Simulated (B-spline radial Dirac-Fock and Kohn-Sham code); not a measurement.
X-ray form factors of ytterbium in several charge states

Method: configuration-average Dirac-Fock orbitals. Computed with an atomic code on a B-spline grid.

Configurations: Yb¹⁹⁺ [Kr] 4d10 4f5; Yb²⁰⁺ [Kr] 4d10 4f4; Yb²¹⁺ [Kr] 4d10 4f3. The first column is f₀ of Yb¹⁹⁺, the others are differences from it.

```csv
s (Å⁻¹),Yb¹⁹⁺,Δ Yb²⁰⁺,Δ Yb²¹⁺
0,51.000,-1.000,-2.000
0.05,50.855,-0.991,-1.983
0.1,50.426,-0.966,-1.934
0.15,49.723,-0.925,-1.854
0.2,48.766,-0.870,-1.747
0.25,47.580,-0.803,-1.618
0.3,46.196,-0.728,-1.472
0.35,44.647,-0.648,-1.315
0.4,42.970,-0.565,-1.152
0.45,41.201,-0.482,-0.989
0.5,39.376,-0.402,-0.830
0.6,35.690,-0.258,-0.542
0.7,32.140,-0.142,-0.309
0.8,28.892,-0.059,-0.138
0.9,26.041,-0.005,-0.025
1,23.618,+0.024,+0.040
1.1,21.611,+0.037,+0.070
1.2,19.971,+0.039,+0.077
1.4,17.541,+0.031,+0.065
1.6,15.822,+0.023,+0.050
```
